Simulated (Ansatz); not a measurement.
Ansatz results at the PBE0-D4/def2-TZVP geometry: size of the dipole moment (B3LYP/def2-TZVPP) 1.16 D; size of the dipole moment (PBE/def2-TZVPP) 1.05 D; size of the dipole moment (ωB97M-V/def2-TZVPP) 1.17 D.

Each molecule was computed in one conformer, which needn't be the lowest.

Task: Which molecule gave them?
A. `[CH2]COCC`•
B. `[NH][Si](F)(F)Cl`•
C. `[NH2][SnH][F]`•
D. `F[Si](F)([S])Cl`•

Result: A. The others give `[NH2][SnH][F]`•: 3.33, 3.13, 3.32; `F[Si](F)([S])Cl`•: 0.82, 0.71, 0.85; `[NH][Si](F)(F)Cl`•: 1.75, 1.66, 1.77.

B3LYP here is the variant with VWN-RPA as its local correlation; programs differ in this.
